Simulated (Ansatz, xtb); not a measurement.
## Relative energy of two isomers of C5H4ClPS

Structure I is `SC1=CC(Cl)=CP=C1`, a singlet and structure II is `SC1=C(Cl)C=PC=C1`, a singlet. Both are isolated molecules in the gas phase, relaxed with PBE-D3(BJ)/def2-SVP; the shapes shown needn't be the lowest conformers.

I (Å):

```xyz
12

C    -0.0754    0.9212    0.2040
C     0.6146    1.5268   -0.8628
C     2.0953   -0.7216   -0.9444
C     1.2851   -1.1328    0.1214
C     0.2503   -0.3682    0.6803
Cl    1.5704   -2.7170    0.8221
P     1.9424    0.8206   -1.7512
S    -1.4209    1.7267    1.0473
H    -1.3940    2.8703    0.3102
H     0.3054    2.5364   -1.1822
H     2.8777   -1.4115   -1.2970
H    -0.3191   -0.7979    1.5171
```

II (Å):

```xyz
12

C     0.1226    0.8045    0.3006
C     1.4772    1.1668    0.5047
C     2.5699    0.4925   -0.0349
C     0.7599   -1.1259   -1.1342
C    -0.1938   -0.3221   -0.5063
Cl   -1.8860   -0.7565   -0.7482
P     2.4990   -0.9259   -1.0652
S    -1.0781    1.8245    1.0967
H    -2.1574    1.1284    0.6373
H     1.6632    2.0499    1.1400
H     3.5741    0.8815    0.2042
H     0.3788   -1.9697   -1.7321
```

Question: Estimate E(II) − E(I) at the level CCSD(T)/def2-SVP + ΔMP2/def2-TZVPP.

Answer: CCSD(T)/def2-SVP + ΔMP2/def2-TZVPP gives E(II) − E(I) = +0.041 eV, slightly favouring structure I, which is too small a margin to settle the true order.

How the difference moves with the method:

| level | geometry | E(II) − E(I) (eV) | departure from the last row (eV) | job, with rough time for the two |
| --- | --- | --- | --- | --- |
| GFN2-xTB | GFN2-xTB | +0.049 | +0.008 | optimisation, 0.27 s |
| HF/STO-3G | GFN2-xTB | +0.052 | +0.010 | single point, 0.98 s |
| r2SCAN-D4/def2-SVP | GFN2-xTB | −0.007 | −0.048 | single point, 11 s |
| PBE-D3(BJ)/def2-SVP | PBE-D3(BJ)/def2-SVP | −0.034 | −0.075 | optimisation, 40 s |
| HF/def2-SVP | PBE-D3(BJ)/def2-SVP | +0.120 | +0.079 | part of the CCSD(T) run |
| MP2/def2-SVP | PBE-D3(BJ)/def2-SVP | +0.024 | −0.017 | part of the CCSD(T) run |
| CCSD(T)/def2-SVP | PBE-D3(BJ)/def2-SVP | +0.035 | −0.006 | single point |
| CCSD(T)/def2-SVP + ΔMP2/def2-TZVPP | PBE-D3(BJ)/def2-SVP | +0.041 |  | single point, 3.1 min |

As drawn, both hold the same kinds of bond in the same numbers.

The largest departure from CCSD(T)/def2-SVP + ΔMP2/def2-TZVPP is that of HF/def2-SVP, 0.079 eV. The last row adds to CCSD(T) the change of the MP2 difference between the two basis sets, here +0.006 eV.

With thermal terms from frequencies at re-optimised GFN2-xTB minima (ideal gas, soft modes damped towards free rotors, one conformer each, 298.15 K, 1 atm): on the last row, ΔE + ΔZPE = +0.044, ΔH = +0.042, ΔG = +0.049 eV.

The correlated steps freeze 20 core orbitals. Programs: Ansatz 0.2.0, xtb 6.7.1; the last row on 2 threads of Arm Neoverse V1 on a shared host.
